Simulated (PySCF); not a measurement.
PbI4 (singlet). All numbers come from PBE0 in PySCF with Pb def2-SVP with ECP60, I def2-SVP with ECP28; scalar-relativistic core potentials, no spin–orbit coupling; density-fitted integrals.

Harmonic bands of its minimum:

```csv
ω (cm⁻¹),"IR (km/mol, summed over degenerate members)",degeneracy
34,0.0,2
47,4.2,3
137,0.0,1
179,64.1,3
```

The central atom is Pb. Infer the point group and assign the bands.

Td. The modes span e + 2t2 + a1: 34 e, 47 t2, 137 a1, 179 t2. The computed geometry has Pb–I 2.773 Å (×4); I–Pb–I 109.5° (×6).

With an element this heavy the missing spin–orbit coupling can shift these numbers.
